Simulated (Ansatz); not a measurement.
C3H5 (SMILES [CH2]C=C) moved off its minimum; all values from Ansatz (an electronic-structure program), cores frozen in correlated methods. Open shells are unrestricted.
(charge 0, multiplicity 2)
```xyz
8

C     -0.7573     0.4665    -0.9166
C      0.0288    -0.4643    -0.3140
C      0.6470    -0.1375     1.0521
H     -1.1147     0.2787    -1.7861
H     -0.9516     1.4593    -0.4945
H      0.3128    -1.4045    -0.6935
H      1.1458    -0.7666     1.3571
H      0.5035     0.8103     1.6309
```

Problem. Give the forces (eV/Å), the total energy and the dipole at CCSD(T)/cc-pVTZ.

Solution. 
```tsv
atom	Fx	Fy	Fz
C1	2.215	0.970	4.760
C2	1.037	3.146	4.382
C3	-10.024	10.657	-7.877
H4	-2.534	-1.070	-5.738
H5	0.161	-0.566	0.087
H6	-0.020	-0.949	-0.714
H7	9.230	-11.198	6.062
H8	-0.065	-0.991	-0.962
```
Energy -116.9515 hartree, dipole 0.14 D.

Doubts at one or more of the structures used: a spin-contaminated determinant (CCSD(T)/cc-pVTZ).
